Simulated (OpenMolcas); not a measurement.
## Lines of S⁺: computed and rescaled rates

```json
{"Program": "OpenMolcas 26.06", "Method": "SS-RASPT2, IPEA 0.25 Eh, imaginary shift 0.1 Eh (closed shells correlated: 2s 2p)", "Basis": "ANO-RCC-VQZP [6s5p3d2f1g]", "Scalar Hamiltonian": "DKH2, point nucleus", "Active space": "5 electrons in 9 orbitals (RAS2 3s 3p; RAS3 3d, at most 2 electrons)", "State averaging": "2S+1 = 4 odd, 1 root; 2S+1 = 2 odd, 8 roots; 2S+1 = 4 even, 3 roots; 2S+1 = 2 even, 8 roots", "Spin-orbit coupling": "RASSI with atomic mean-field integrals over the reference wave functions, term energies averaged over their components"}
```

Rates come from the transition moments of the reference wave functions (E1 and E2 in the length form). At fixed line strength A goes as λ^-3 for E1 and M1 and as λ^-5 for E2, so a rate at the computed wavelength can be rescaled to the measured one. Measured vacuum wavelengths follow from level energies in NIST Handbook of Basic Atomic Spectroscopic Data. Branching counts decays inside the model space alone, at computed energies, and the table is only a selection of the E2 and M1 lines, drawn from those between levels with measured partners whose computed energy lies within a factor of 1.5 of the measured one.

```tsv
Upper	Lower	Type	λ computed (nm)	λ measured (nm)	A computed (s-1)	A rescaled (s-1)	Branching %
3s2 3p3 2P* 3/2	3s2 3p3 4S* 3/2	M1	399.5	407	1.93e-01		39.2
3s2 3p3 2P* 3/2	3s2 3p3 2D* 5/2	E2	999.4	1032	1.41e-01	1.20e-01	28.7
3s2 3p3 2P* 1/2	3s2 3p3 2D* 3/2	E2	999	1034	1.22e-01	1.03e-01	38.3
3s2 3p3 2P* 1/2	3s2 3p3 2D* 5/2	E2	1001	1037	8.02e-02	6.72e-02	25.2
3s2 3p3 2P* 1/2	3s2 3p3 4S* 3/2	M1	399.8	407.8	7.76e-02		24.4
3s2 3p3 2P* 3/2	3s2 3p3 2D* 3/2	M1	997.3	1029	6.21e-02		12.6
3s2 3p3 2P* 3/2	3s2 3p3 2D* 3/2	E2	997.3	1029	6.06e-02	5.18e-02	12.3
3s2 3p3 2P* 1/2	3s2 3p3 2D* 3/2	M1	999	1034	3.86e-02		12.1
3s2 3p3 2P* 3/2	3s2 3p3 2D* 5/2	M1	999.4	1032	3.48e-02		7.1
3s2 3p3 2D* 3/2	3s2 3p3 4S* 3/2	M1	666.6	673.3	4.32e-04		77.4
3s2 3p3 2D* 5/2	3s2 3p3 4S* 3/2	E2	665.6	671.8	1.98e-04		95.3
3s2 3p3 2D* 3/2	3s2 3p3 4S* 3/2	E2	666.6	673.3	1.26e-04		22.6
```

Spin-changing lines and M1 lines between different terms are not rescaled, since their strength hangs on the term gaps too.

The largest correction is for 3s2 3p3 2P* 1/2 → 3s2 3p3 2D* 5/2 (E2): 8.02e-02 × (1001 / 1037)^5 = 6.72e-02 s-1, a factor of 0.84.

No measured rate stands beside these. Rescaling mends the energy factor alone: line strengths can still be far off where a level mixes with configurations outside the active space, and weak or spin-changing lines hang on small mixing coefficients that depend on the term gaps too, so rescaling need not improve them.

The run also gave levels led by 3s2 3p2 3d, which use shells meant for correlation; these and all levels above them are left out. Computed and measured levels are paired by configuration, term and J; levels that our copy of the source lacks, or whose pairing is in doubt (as where it misses far off the trend of its configuration), stay unpaired. Only configurations of the active space appear.

* marks odd parity.
